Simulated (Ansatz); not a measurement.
Consider the redistribution: `N[SiH2][TeH]` + trisilane → `[SiH3][SiH2][TeH]` + `N[SiH2][SiH3]`.

Program: Ansatz. Geometries: PBE0-D4/def2-TZVP. ΔE: electronic, gas phase. CCSD(T)/CBS is the MP2 limit (def2-TZVPP, def2-QZVPP) plus CCSD(T) − MP2 in def2-TZVPP, frozen cores. This one scheme is used for every species. Functionals use def2-TZVPP. HSE06 is defined as in plane-wave codes. Elements past krypton have def2 core potentials. For Te outer-core shells are correlated without core-valence functions, which leaves a few kJ/mol of doubt a bond. One conformer a species, not always the lowest.

| level | ΔE (kJ/mol) | difference from CCSD(T)/CBS |
| --- | --- | --- |
| PBE-D4 | 19.5 | 2.9 |
| B97M-V | 18.5 | 1.9 |
| PBE0-D4 | 18.4 | 1.8 |
| r2SCAN0-D4 | 19.3 | 2.7 |
| B2PLYP | 17.7 | 1.1 |
| revPBE | 19.5 | 2.9 |
| r2SCAN0 | 19.2 | 2.6 |
| HSE06 | 18.7 | 2.1 |
| BHLYP | 16.6 | 0.0 |
| CAM-B3LYP | 16.9 | 0.3 |
| LC-ωPBE | 16.6 | 0.0 |
| MP2/def2-SVP | 19.6 | 3.0 |
| MP2/def2-TZVPP | 17.6 | 1.0 |
| CCSD/def2-TZVPP | 16.5 | -0.1 |
| CCSD(T)/def2-TZVPP | 17.2 | 0.6 |
| CCSD/CBS(def2) | 15.9 | -0.7 |
| CCSD(T)/CBS | 16.6 | 0 |

Largest T1 diagnostic among the species: 0.013.

Leaving LDA and LC-ωPBE aside and taking each functional with its dispersion term where it has one, the values, not all of them listed here, spread over 4.8 kJ/mol, from BHLYP-D4 to r2SCAN-D4.
